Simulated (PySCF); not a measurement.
## Effect of structural changes

Theory: PySCF, GIAO PBE/pcSseg-1 magnetisability, rotational g tensor and spin-rotation constants, non-relativistic, gas phase. Geometry: GFN2-xTB.

Each molecule in one low-energy conformer. The parent is N#CCC[P@H+]1C(F)=C1[SiH3].

For an ion the centre-of-mass motion in the field is neglected.

Question: Order by isotropic susceptibility, lowest first.
A. FC1=C([SiH3])[P@H+]1c1cccc(F)c1
B. CC1=C(F)[P@@H+]1CCC#N
C. CSC[P@@H+]1C(F)=C1[SiH3]
D. N#CCC[P@H+]1C(F)=C1[SiH3]
E. FC1=C([SiH3])[PH2+]1

Answer: A (-106), C (-96), D (-86), B (-81), E (-59).

All values:
| molecule | change | χ, cgs (10⁻⁶ cm³/mol) | magnetisability anisotropy (10⁻³⁰ J/T²) |
| --- | --- | --- | --- |
| N#CCC[P@H+]1C(F)=C1[SiH3] | base | -86.0 | 174 |
| CC1=C(F)[P@@H+]1CCC#N | SiH3 replaced by CH3 | -81.0 | 197 |
| CSC[P@@H+]1C(F)=C1[SiH3] | C2H4CN replaced by CH2SCH3 | -95.6 | 145 |
| FC1=C([SiH3])[PH2+]1 | C2H4CN replaced by H | -58.6 | 127 |
| FC1=C([SiH3])[P@H+]1c1cccc(F)c1 | C2H4CN replaced by 3-FC6H4 | -106.1 | 900 |
